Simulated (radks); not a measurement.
The numbers below are computed, except where a source is named.
Isoelectronic series with 16 electrons, each ion in its NIST ground configuration. Code: a radial shooting solver on a logarithmic mesh with Libxc functionals. Model: scalar-relativistic Kohn-Sham, SCAN, spin-polarised, spherical densities, finite nucleus; open shells are filled with parallel spins first; meta-GGA in the generalised Kohn-Sham scheme; Fermi nuclear charge, rms radius of each element as measured or else 0.836 A^(1/3) + 0.57 fm. Total energies (hartree) and mean radii <r> (bohr):

\begin{tabular}{lrrrrrr}
ion & configuration & E (hartree) & 3p down & 3p up & 3s down & 3s up \\ \hline
Cl+ & [Ne] 3s2 3p4 & -461.18178 & 1.728 & 1.685 & 1.507 & 1.489 \\
Ar2+ & [Ne] 3s2 3p4 & -527.87016 & 1.481 & 1.455 & 1.342 & 1.328 \\
K3+ & [Ne] 3s2 3p4 & -599.33895 & 1.304 & 1.286 & 1.211 & 1.200 \\
Ca4+ & [Ne] 3s2 3p4 & -675.59137 & 1.168 & 1.155 & 1.104 & 1.095 \\
Sc5+ & [Ne] 3s2 3p4 & -756.63346 & 1.060 & 1.050 & 1.016 & 1.007 \\
Ti6+ & [Ne] 3s2 3p4 & -842.47334 & 0.9717 & 0.9634 & 0.9403 & 0.9334 \\
V7+ & [Ne] 3s2 3p4 & -933.12155 & 0.8974 & 0.8906 & 0.8758 & 0.8698 \\
Cr8+ & [Ne] 3s2 3p4 & -1028.59042 & 0.8341 & 0.8284 & 0.8198 & 0.8145 \\
Mn9+ & [Ne] 3s2 3p4 & -1128.89159 & 0.7795 & 0.7746 & 0.7706 & 0.7659 \\
Fe10+ & [Ne] 3s2 3p4 & -1234.03947 & 0.7317 & 0.7275 & 0.7270 & 0.7228 \\
Co11+ & [Ne] 3s2 3p4 & -1344.04935 & 0.6896 & 0.6859 & 0.6882 & 0.6844 \\
Ni12+ & [Ne] 3s2 3p4 & -1458.93691 & 0.6522 & 0.6489 & 0.6533 & 0.6499 \\
Cu13+ & [Ne] 3s2 3p4 & -1578.71834 & 0.6187 & 0.6157 & 0.6217 & 0.6187 \\
\end{tabular}
